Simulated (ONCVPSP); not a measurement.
**caesium (Cs): one change to an ONCV potential, before and after**

caesium, optimised norm-conserving Vanderbilt (ONCV), made with ONCVPSP 4.0.1 (PBE, fully relativistic). Core [Kr] 4d10 5s2, reference 5p6 5d1. Waves: s scattering state at 0.3 Ha: rc 4.00 bohr, ncon 4, nbas 9, qcut 1.3 1/bohr, 3 projectors, debl 3.5 Ha; 5p: rc 2.85 bohr, ncon 4, nbas 9, qcut 3.8 1/bohr, 2 projectors, debl 2.4 Ha; 5d: rc 4.00 bohr, ncon 4, nbas 7, qcut 2.8 1/bohr, 2 projectors, debl 0.9 Ha. Local part: polynomial inside 2.70 bohr (lpopt 2, dvloc0 6 Ha). Core correction: none.

Open shells are filled in proportion to 2j + 1.

In the s channel the program set the typed energies aside and used 0.050, 3.550, 7.050 Ha.

All-electron outer shells of the reference configuration (PBE, scalar-relativistic, ld1.x):

| shell | level (eV) | outermost node (bohr) | outermost maximum (bohr) |
| --- | --- | --- | --- |
| 5p | -13.69 | 0.89 | 1.79 |
| 5d | -0.58 | 1.06 | 3.46 |

Change: local potential polynomial inside 2.50 bohr (lpopt 5, dvloc0 1 Ha).

Cutoffs: the cutoffs (Ha) at which the residual kinetic energy of the hardest occupied pseudo-wave falls to 1 and 0.1 mHa per electron; they do not see the model core or the augmentation charge, which bear on the density cutoff. Errors are all-electron minus pseudo energies relative to the spin-unpolarised reference configuration.

**Question.** How do hardness, ghosts and transferability respond?

**Answer.** The potential gets neither clearly harder nor softer (4.1 Ha and 5.0 Ha → 4.1 Ha and 5.0 Ha); of the 4 tests that both files solve, the error grows in 0 and shrinks in 3 by more than 15 % and 0.3 meV (median size 18.3 → 11.9 meV); neither file shows a bound ghost.

| quantity | base | changed |
| --- | --- | --- |
| cutoff, loose | 4.1 Ha | 4.1 Ha |
| cutoff, tight | 5.0 Ha | 5.0 Ha |
| bound ghosts | none | none |
| GHOST(+) flags under 300 eV | s at 96.6 eV, s at 253.4 eV | s at 111.2 eV, s at 209.6 eV |
| error for 5p6 5d0 6s1, meV [ΔE -1.67 eV] | -39 | -26 |
| error for 5p6 5d0, meV [ΔE 2.19 eV] | +6.0 | +6.1 |
| error for 5p6 5d0 6s0.5, meV [ΔE -0.20 eV] | -17 | -11 |
| error for 5p6 5d0.5 6s0.5, meV [ΔE -0.83 eV] | -19 | -13 |
| s: phases at 4.07 bohr within 0.05 rad from the reference energy up to (Ha; the scan ends near 5) | 0.5 | 0.6 |
| p3/2: phases at 2.89 bohr within 0.05 rad from the reference energy up to (Ha; the scan ends near 5) | 4.3 | 3.8 |
| p1/2: phases at 2.89 bohr within 0.05 rad from the reference energy up to (Ha; the scan ends near 5) | 4.1 | 3.7 |
| d5/2: phases at 4.07 bohr within 0.05 rad from the reference energy up to (Ha; the scan ends near 5) | 2.2 | 2.1 |
| d3/2: phases at 4.07 bohr within 0.05 rad from the reference energy up to (Ha; the scan ends near 5) | 2.2 | 2.1 |

Base: The cutoffs count occupied waves only; projector 3 of the s channel, the hardest unoccupied one, needs 29 Ha at the loose tolerance. These tests converged, but a pseudo level misses the all-electron one widely, so the file describes the atom poorly there or has found another state: 5p6 5d0 6s1: empty 5d by 4.0 eV; 5p6 5d0 6s0.5: empty 5d by 2.2 eV. Changed file: The cutoffs count occupied waves only; projector 3 of the s channel, the hardest unoccupied one, needs 29 Ha at the loose tolerance. These tests converged, but a pseudo level misses the all-electron one widely, so the file describes the atom poorly there or has found another state: 5p6 5d0 6s1: empty 5d by 4.0 eV; 5p6 5d0 6s0.5: empty 5d by 2.2 eV.
